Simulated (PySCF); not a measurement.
Match the calculated data to a structure.

All candidates are C8H18O.

| technique | computed result |
| --- | --- |
| NMR, other nuclei | isotropic shieldings of nuclei other than C and H, by class: 313 (1 O) ppm [GIAO PBE0/pcSseg-1] |
| 13C NMR | chemical shifts (computed TMS as zero) by class: 75.1 (1 C), 54.3 (1 C), 38.7 (1 C), 28.2 (2 C), 26.1 (1 C), 25.5 (2 C) ppm [GIAO PBE0/pcSseg-1] |
| 1H NMR | chemical shifts (computed TMS as zero) by class: 3.61 (2 H), 1.43 (1 H), 1.09 (2 H), 0.96 (6 H), 0.92 (6 H), 0.11 (1 H) ppm [GIAO PBE0/pcSseg-1] |
| Dipole | 1.69 D [PBE0/pcSseg-1] |
| Rotational structure | rotational constants A, B, C: 2.373, 0.947, 0.840 GHz [GFN2-xTB] |

Gas-phase values; electronic properties from PySCF, density fitting. Levels stand in brackets. The structure is a single GFN2-xTB conformer in the gas phase; no vibrational or solvent corrections. Each NMR value is the plain mean over a class of atoms that symmetry, rotation or inversion makes alike.

**Question.** Which candidate is it?
A. `CC[C@@H](C)O[C@@H](C)CC`
B. `CC(C)(C)OC(C)(C)C`
C. `CCCCCCCCO`
D. `CC(C)CC(C)(C)CO`

**Answer.** D. It is `CC(C)CC(C)(C)CO`. Numbering: `[CH3:1][CH:2]([CH3:3])[CH2:4][C:5]([CH3:6])([CH3:7])[CH2:8][OH:9]`. Its formula, C8H18O, gives 0 degrees of unsaturation, so no ring and no π bond. 8 carbons fall into 6 classes; from least to most shielded: carbinol carbon (C–OH) [C8] (75.1 ppm), chain CH2 carbon [C4] (54.3 ppm), quaternary sp3 carbon [C5] (38.7 ppm), methyl carbon [C1/C3] (28.2 ppm, 2 C), sp3 CH carbon [C2] (26.1 ppm), methyl carbon [C6/C7] (25.5 ppm, 2 C, up to 5.9 ppm apart in this geometry). Hydrogen classes from least to most shielded: 2 H on a carbinol carbon (C–OH), C8 (3.61 ppm, a mean of values up to 0.5 ppm apart in this geometry), 1 H on an sp3 CH carbon, C2 (1.43 ppm), 2 H on a chain CH2 carbon, C4 (1.09 ppm), 6 H on 2 methyl carbons, C6/C7 (0.96 ppm, a mean of values up to 1.3 ppm apart in this geometry), 6 H on 2 methyl carbons, C1/C3 (0.92 ppm), 1 H on an alcohol oxygen, O9 (0.11 ppm). The other shieldings belong to: 313 ppm, alcohol oxygen [O9]. The optimised geometry has point group C1 and is an asymmetric top.

The others, at the same levels:
- `CC(C)(C)OC(C)(C)C` fails: it has 2 carbon classes against 6; its computed 13C shifts are 75.4 (2 C), 33.8 (6 C) ppm, 1H shifts are 1.28 (18 H) ppm and smallest rotational constant is 1.099 GHz (against 0.840 GHz).
- `CCCCCCCCO` fails: it has 8 carbon classes against 6; its computed 13C shifts are 68.0 (1 C), 41.1 (1 C), 38.9 (1 C), 37.0 (1 C), 37.0 (1 C), 32.4 (1 C), 28.8 (1 C), 17.5 (1 C) ppm, 1H shifts are 3.93 (2 H), 1.55 (2 H), 1.34 (2 H), 1.32 (2 H), 1.32 (2 H), 1.23 (2 H), 1.22 (2 H), 1.05 (3 H), -0.52 (1 H) ppm and rotational constant A is 6.630 GHz (against 2.373 GHz).
- `CC[C@@H](C)O[C@@H](C)CC` fails: it has 4 carbon classes against 6; its computed 13C shifts are 78.1 (2 C), 33.9 (2 C), 22.6 (2 C), 13.5 (2 C) ppm, 1H shifts are 3.10 (2 H), 1.61 (2 H), 1.19 (2 H), 1.14 (6 H), 0.99 (6 H) ppm and rotational constant A is 2.111 GHz (against 2.373 GHz).

Each candidate is one conformer, not necessarily the lowest. The conformers computed, where there is a choice (atom-mapped SMILES and torsion angles):
- `[CH3:1][CH:2]([CH3:3])[CH2:4][C:5]([CH3:6])([CH3:7])[CH2:8][OH:9]`: C1–C2–C4–C5 133°, C2–C4–C5–C6 179°, C4–C5–C8–O9 176°, H–O9–C8–C5 61°
- `[CH3:1][C:2]([CH3:3])([CH3:4])[O:5][C:6]([CH3:7])([CH3:8])[CH3:9]`: C1–C2–O5–C6 -47°, C2–O5–C6–C7 -47°
- `[CH3:1][CH2:2][C@@H:3]([CH3:4])[O:5][C@@H:6]([CH3:7])[CH2:8][CH3:9]`: C1–C2–C3–C4 172°, C2–C3–O5–C6 152°, C3–O5–C6–C7 151°, O5–C6–C8–C9 172°

The conformers of `CCCCCCCCO` aren't listed.
